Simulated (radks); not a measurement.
Results of a calculation; reference values are marked as such.
How relativity changes the ionisation of neutral tungsten ([Xe] 4f14 5d4 6s2) to W+ ([Xe] 4f14 5d4 6s1). Spin-unpolarised spherical Kohn-Sham, LDA (Slater exchange, Perdew-Wang correlation), point nucleus unless stated (finite: rms radius 5.3658 fm), a radial shooting solver on a logarithmic mesh with Libxc functionals. A level marked "c x" has the speed of light scaled by that factor and shares open shells by 2j + 1; other Dirac levels either fill j = l - 1/2 first or share by 2j + 1.

| level | E(W) (hartree) | E(W+) (hartree) | IE (eV) | HOMO | <r> HOMO (bohr) |
|---|---|---|---|---|---|
| non-rel. | -15283.4177 | -15283.1276 | 7.896 | 6s | 3.497 |
| scalar-rel. | -16133.0960 | -16132.7607 | 9.125 | 5d | 2.069 |
| scalar-rel., finite nucleus | -16130.5799 | -16130.2447 | 9.122 | 5d | 2.069 |
| Dirac, 2j+1 shares | -16156.4208 | -16156.0853 | 9.128 | 5d5/2 | 2.112 |
| Dirac, low j first | -16156.4849 | -16156.1538 | 9.009 | 5d3/2 | 2.037 |
| Dirac, 2j+1 shares, finite nucleus | -16153.8812 | -16153.5459 | 9.125 | 5d5/2 | 2.112 |
| Dirac, c x 1.25 | -15809.7049 | -15809.3886 | 8.607 | 5d5/2 | 2.058 |
| Dirac, c x 2 | -15477.3099 | -15477.0105 | 8.147 | 6s1/2 | 3.418 |
| Dirac, c x 5 | -15313.5453 | -15313.2538 | 7.934 | 6s1/2 | 3.485 |

NIST Atomic Spectra Database: 7.864 eV (measured). The relativistic part of the total energy of W is -870.5 hartree (Dirac, 2j+1 shares, finite nucleus), 5.7 % of the non-relativistic value. Spin polarisation and multiplet splitting of open shells are left out at every level.

Beside tabulated values, note that relativity, absent from the non-relativistic runs, is large for the heavy elements, and spin-unpolarised runs miss the spin-polarisation part of the exchange energy of open shells.
